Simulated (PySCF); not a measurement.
Computed properties of Ga(H)(Br)(NH2) (BrGaH₃N), SMILES [Br][GaH][NH2]

Ga(H)(Br)(NH2) (BrGaH3N), SMILES [NH2][GaH][Br]. Geometry: B3LYP-D3(BJ)/def2-SVP. The structure was generated by enumeration; whether it is a known compound was not checked. Other conformers were not sampled. All values are computed for the isolated molecule unless a solvent is named; none is compared with measurement here.

**Structure.** The optimised structure has Cs symmetry. All 12 harmonic modes at B3LYP-D3(BJ)/def2-SVP (PySCF) are real, so it is a minimum. With heavy atoms numbered as in [GaH:1]([Br:3])[NH2:4], the shortest bond between them is Ga1–N4 at 1.807 Å and the longest Ga1–Br3 at 2.314 Å.

**Vibrations.** The strongest infrared lines (harmonic, unscaled, degenerate partners summed) lie at 258 cm⁻¹ (208 km/mol, H 76 %, N 22 %), 2024 cm⁻¹ (112 km/mol, H 99 %), 719 cm⁻¹ (96 km/mol, N 57 %, H 28 %, Ga 15 %). The softest mode is at 142 cm⁻¹ and the zero-point energy is 20.6 kcal/mol.

**Electronic structure.** HF/def2-TZVPD (PySCF) places the frontier levels at -10.94 and 1.24 eV, a gap of 12.18 eV, and gives a dipole moment of 2.59 D and a mean polarisability of 55.3 bohr³. PBE/def2-TZVPD (PySCF) at the same geometry gives -6.40 and -1.67 eV, so its gap is 7.45 eV narrower. An orbital gap is neither the optical nor the fundamental gap.

**Excitations.** TDA-PBE0/def2-SVPD (PySCF) has S1 at 5.91 eV (210 nm, f = 0.000, dark); the most intense of the 10 singlets computed lies at 6.04 eV (f = 0.08). T1 (TDA) is at 4.88 eV, 1.03 eV under S1. TDA-PBE/def2-SVPD (PySCF) puts S1 at 5.23 eV. No vertical singlet excitation falls in the visible range (under 3.1 eV).

**NMR.** GIAO shifts at B3LYP/pcSseg-1 (PySCF) (non-relativistic, atoms alike by connectivity averaged): ¹H from 2.8 to 6.0 ppm against TMS. Without spin–orbit terms, shifts of atoms bonded to Cl or Br come out too high.
